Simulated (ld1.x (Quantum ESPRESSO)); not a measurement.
Transferability test, RRKJ potential for Mn (Z = 25)

- Element: manganese
- Generator: ld1.x (Quantum ESPRESSO) 7.5
- Type: norm-conserving RRKJ (Kleinman–Bylander form)
- Functional: PBE
- Relativity: scalar-relativistic
- Frozen core: [Ne]
- Valence charge: 15
- Reference configuration: 3s2 3p6 3d5 4s2 4p0
- Partial waves: 3s (bound): rc 1.10 bohr; 3d (bound): rc 1.35 bohr; 3p (bound): rc 1.45 bohr
- Local potential: the p channel
- Core correction: none
- rho0: 0.001

Occupied shells without a wave of their own: 4s. They enter only through the test configuration that unscreens the potential.

Energies are relative to the spin-unpolarised reference configuration 3s2 3p6 3d5 4s2 4p0; without spin polarisation the order of configurations can differ from experiment.

Q: Give the all-electron excitation energy and the error of the potential for: 3s2 3p6 3d5 4s1 4p0; 3s2 3p6 3d5 4s0 4p0; 3s2 3p6 3d4 4s0 4p0; 3s2 3p6 3d4 4s2 4p0; 3s2 3p6 3d5 4s1.5 4p0; 3s2 3p6 3d5 4s1 4p1; 3s2 3p6 3d4 4s2 4p1.

A:

```
valence configuration  charge  ΔE all-electron (eV)  error AE − PS (meV)
  3s2 3p6 3d5 4s1 4p0      +1                 8.416                  -54
  3s2 3p6 3d5 4s0 4p0      +2                24.015                 -139
  3s2 3p6 3d4 4s0 4p0      +3                56.534                 -216
  3s2 3p6 3d4 4s2 4p0      +1                13.187                  +21
3s2 3p6 3d5 4s1.5 4p0    +0.5                 3.361                  -24
  3s2 3p6 3d5 4s1 4p1       0                 3.857                  -31
  3s2 3p6 3d4 4s2 4p1       0                 7.801                  +47
```

Levels in the configuration 3s2 3p6 3d5 4s0 4p0:

| level | all-electron (eV) | pseudo (eV) |
| --- | --- | --- |
| 3s | -103.702 | -103.784 |
| 3p | -72.429 | -72.505 |
| 3d | -24.318 | -24.403 |

ld1.x printed “convergence not achieved” for 7 of the counted tests; their residual had stalled under 1e-8, short of the target of 1e-14. The 4s level has no wave, so the channel is fitted at the deeper level alone: the likely source of the large errors.
